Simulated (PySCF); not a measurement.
A PySCF script (with the pyscf-properties extension) for the NMR shieldings of SMILES F[SiH2]NC1CCC1, C₄H₁₀FNSi, on a GFN2-xTB geometry:

```python
import basis_set_exchange as bse
import numpy as np
from pyscf import gto, dft
from pyscf.prop import nmr

atoms = """
F     2.767485    1.647792   -0.484197
Si    2.695317    0.095657   -0.069710
N     1.118390   -0.125743    0.556005
C    -0.085612    0.345019   -0.067614
C    -1.311142    0.515049    0.850834
C    -2.171600   -0.215960   -0.191169
C    -0.896582   -0.647163   -0.931383
H     3.623650   -0.119706    1.025587
H     3.030661   -0.586847   -1.316614
H     0.946723   -0.934497    1.134207
H     0.155793    1.259206   -0.609871
H    -1.596283    1.537723    1.084857
H    -1.203323   -0.042082    1.780093
H    -2.797796   -1.021329    0.187226
H    -2.786742    0.463401   -0.776903
H    -0.619656   -1.681200   -0.730564
H    -0.876281   -0.477290   -2.005276
"""
names = dict.fromkeys(["F", "Si", "N", "C", "H"], "pcSseg-1")
basis = {el: gto.basis.parse(bse.get_basis(n, elements=[el], fmt="nwchem")) for el, n in names.items()}
mol = gto.M(atom=atoms, basis=basis, charge=0, verbose=0)
mf = dft.RKS(mol, xc="PBE0")
mf.grids.level = 2
mf.grids.alignment = dft.numint.BLKSIZE   # the property module wants whole blocks of grid points
mf.conv_tol = 1e-9
mf.kernel()

calc = nmr.RKS(mf)   # GIAO
C = mf.mo_coeff
Co = C[:, mf.mo_occ > 0]
resp = mf.gen_response(singlet=True, hermi=2)
def vind(x):   # induced exchange potential for any number of trial vectors
    d = np.einsum("pi,xij,qj->xpq", C, 2 * x.reshape(-1, C.shape[1], Co.shape[1]), Co, optimize=True)
    return np.einsum("xpq,pi,qj->xij", resp(d - d.transpose(0, 2, 1)), C, Co, optimize=True).ravel()
mo1, _ = nmr.rhf.solve_mo1(calc, with_cphf=vind)
sigma = calc.kernel(mo1)
for i, s in enumerate(sigma):   # ppm
    w = np.linalg.eigvalsh((s + s.T) / 2)
    print("%2d %-2s iso %8.1f  s11 %8.1f  s22 %8.1f  s33 %8.1f" % (i, mol.atom_pure_symbol(i), w.mean(), *w))
```

**Question.** Give the expected output.

**Answer.** 
```
 0 F  iso    377.8  s11    317.7  s22    397.0  s33    418.8
 1 Si iso    371.5  s11    349.1  s22    361.7  s33    403.7
 2 N  iso    193.9  s11    153.7  s22    206.4  s33    221.7
 3 C  iso    140.9  s11    113.0  s22    151.8  s33    157.9
 4 C  iso    150.9  s11    129.0  s22    144.0  s33    179.7
 5 C  iso    174.0  s11    163.6  s22    175.1  s33    183.2
 6 C  iso    150.2  s11    125.9  s22    144.7  s33    180.0
 7 H  iso     26.8  s11     23.2  s22     24.4  s33     32.8
 8 H  iso     26.4  s11     22.9  s22     24.7  s33     31.6
 9 H  iso     31.3  s11     24.2  s22     31.3  s33     38.2
10 H  iso     28.1  s11     23.2  s22     30.3  s33     30.8
11 H  iso     29.1  s11     25.9  s22     26.5  s33     34.8
12 H  iso     30.0  s11     27.1  s22     29.1  s33     33.8
13 H  iso     30.0  s11     26.1  s22     27.1  s33     37.0
14 H  iso     30.1  s11     27.0  s22     27.2  s33     36.1
15 H  iso     30.2  s11     27.2  s22     29.5  s33     33.7
16 H  iso     29.1  s11     25.8  s22     27.2  s33     34.4
```

These numbers come from an equivalent density-fitted implementation of the same equations, which agrees with the script to about 0.01 ppm for H and up to a few tenths of a ppm for heavy atoms, so last digits may differ.

**Question.** Turn these shieldings into chemical shifts. References, each an isolated molecule treated in the same way: 19F (σref 170.95) against CFCl3; TMS for 29Si (σref 349.16), 13C (σref 186.93), 1H (σref 31.72); 15N (σref 267.73) vs NH3.

**Answer.** Averaging equivalent atoms: F 0: -206.9; Si 1: -22.3; N 2: 73.8; C 3: 46.0; C 4/6: 36.4; C 5: 13.0; H 7/8: 5.11; H 10: 3.63; H 11/16: 2.62; H 13: 1.69; H 14: 1.65; H 12/15: 1.64; H 9: 0.45 ppm. Unscaled 19F shifts against computed CFCl3 carry errors that often reach 10 to 50 ppm. Experimental scales use liquid or dissolved standards, which lie at an offset from isolated NH3 (liquid NH3: subtract about 20 ppm).

Size and cost of the density-fitted run: 176 basis functions, 56 s wall time on 1 thread of an Arm Neoverse N1, shared host; peak memory 0.8 GiB.
